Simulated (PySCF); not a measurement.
# Dipole moment and polarisability of `C=C(F)C#CC#CCC`

C8H7F.
Geometry (GFN2-xTB, Å), atoms numbered from 1 in this order:
```
atom  x, y, z in Å
C1    -3.884   -0.435    2.136
C2    -3.588   -0.140    0.875
F3    -4.588    0.105   -0.010
C4    -2.295   -0.048    0.330
C5    -1.206    0.044   -0.194
C6     0.028    0.136   -0.741
C7     1.118    0.226   -1.256
C8     2.436    0.323   -1.835
C9     3.523    0.047   -0.793
H10   -3.105   -0.631    2.848
H11   -4.906   -0.483    2.466
H12    2.565    1.327   -2.252
H13    2.515   -0.398   -2.656
H14    3.461    0.764    0.022
H15    4.507    0.125   -1.250
H16    3.410   -0.953   -0.379
```

Level: CAM-B3LYP/def2-SVPD (PySCF), static field, nuclei fixed, core orbitals frozen in the response. The polarisability tensor in these axes (au):

```
x   174.76   9.11 -52.48
y     9.11  63.18  -8.63
z   -52.48  -8.63 104.04
```

Problem. Diagonalise the tensor; give its mean and Δα, where Δα² is half the sum of the squared differences of the eigenvalues.

Solution. Principal values 61.38, 76.87 and 203.72 au; mean 113.99 au = 16.89 Å³ = 18.79 × 10⁻⁴⁰ C²·m²/J; Δα = 135.26 au (119 % of the mean).

Problem. What is the dipole moment, and where does it point?

Solution. (2.93, -0.20, 0.46) D, 2.97 D in size, pointing from the negative to the positive side. Measured along this direction, the outermost atoms are F3 and H11 at the negative end and H15 at the positive end.

Problem. Rayleigh depolarisation ratio (linearly polarised light, static tensor)?

Solution. ρ = 3Δα²/(45ᾱ² + 4Δα²) = 54886.1/(584734 + 73181.4) = 0.0834.

Problem. Form Σ f/ω² (atomic units) for the 8 lowest TDDFT singlets, given as eV and f, and set it beside the mean polarisability, which is this sum over all singlets: 4.29, 0.0001; 4.45, 0.0002; 4.46, 0.1339; 6.17, 1.2823; 6.47, 0.0018; 6.56, 0.0009; 6.92, 0.0004; 6.99, 0.0333.

Solution. They add up to 30.52 au, 26.8 % of the 113.99 au; the largest single term is 24.97 au, from the state at 6.17 eV. Terms in order: 0.00, 0.01, 4.99, 24.97, 0.03, 0.02, 0.01, 0.51 au. Higher excitations give the rest. The strengths listed sum to 1.453.

Problem. What would n − 1 = 2πNα be for an ideal gas of these molecules at 350 K and 1 atm, electronic part alone?

Solution. N = p/kT = 2.0968 × 10¹⁹ cm⁻³, so n − 1 = 2π × N × 16.89 × 10⁻²⁴ cm³ = 2225 × 10⁻⁶ at long wavelengths, for an ideal gas.

Problem. Directions of the eigenvectors, and the extent of the frame along each?

Solution. Largest value along (0.88, 0.09, -0.47), where the nuclei span 10.07 Å; middle along (0.48, -0.22, 0.85), 3.73 Å; least along (0.03, 0.97, 0.23), 1.78 Å. The response follows the extents in order.

Problem. Find the Langevin capture rate constant for H3O+ (19.018 u) meeting this molecule (122.053 u), k = 2.342 × 10⁻⁹ cm³/s × √(α in Å³ / reduced mass in u).

Solution. The reduced mass is 16.45 u, so k = 2.37 × 10⁻⁹ cm³/s. The formula leaves out the permanent dipole, which adds to the capture rate.

Geometry: GFN2-xTB; no solvent, vibrations or thermal averaging.

These values come from a run that also computed excited states. Time: 71 s of wall time; peak memory 1.1 GiB. Hardware: one thread, Arm Neoverse V1 (aarch64) (shared host).
